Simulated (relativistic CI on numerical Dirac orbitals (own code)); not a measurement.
# One change at a time: I XXIV

Base calculation: Dirac-Coulomb-Breit CI, KLI orbitals optimised for each configuration, QED by a radiative potential, unscaled Slater integrals.

CI space (outside the closed core [Ar] 3d10): 4s2, 4s.4p, 4p2, 4s.4d, 4d2, 4s.4f, 4p.4d, 4f2, 4p.4f, 4d.4f, 4s.5s, 4s.5p, 4s.5d, 4s.5f, 4s.5g, 4s.6s. Levels of other configurations are missing.

Variants: (1) P86 correlation estimate; (2) QED terms removed; (3) one mean potential for all configurations. Shifts of the energy above 4s2 1S_0, in cm⁻¹, for the lowest level and the first level of each name with at least 55 % of one term (blank where a level changes its place among those of its configuration and J or its character, or is not in the variant):

```csv
Level,Base,Δ(1),Δ(2),Δ(3)
4s2 1S_0,0,0,0,0
4s.4p 3P°_0,353832,+566,+2422,+104
4s.4p 3P°_1,376919,+568,+2406,+101
4s.4p 3P°_2,482818,+567,+2202,+101
4s.4p 1P°_1,580519,+577,+2248,+81
4p2 3P_0,825021,+1107,+4903,+189
4p2 3P_1,928086,+1110,+4710,+185
4p2 1D_2,932401,+1117,+4589,+178
4p2 3P_2,1053711,+1119,+4361,+170
4p2 1S_0,1123523,+1108,+4470,+181
4s.4d 3D_1,1185956,+1253,+2493,+46
4s.4d 3D_2,1194450,+1252,+2480,+46
4s.4d 3D_3,1210705,+1252,+2419,+44
4s.4d 1D_2,1286334,+1236,+2696,+67
```

At this charge energies of transitions that change n are usually good to better than 1 %, and those within a shell (Δn = 0) to a few per cent.

Ionisation energy from the two ground configurations alone: base 762.243 eV; P86 correlation estimate 763.141 eV; QED terms removed 762.537 eV. The NIST ASD value (theoretical) is 762 eV.

LS names give the leading component of a level, which can be under half, so a name can repeat, a term be missing and a line seem to break the LS rules.
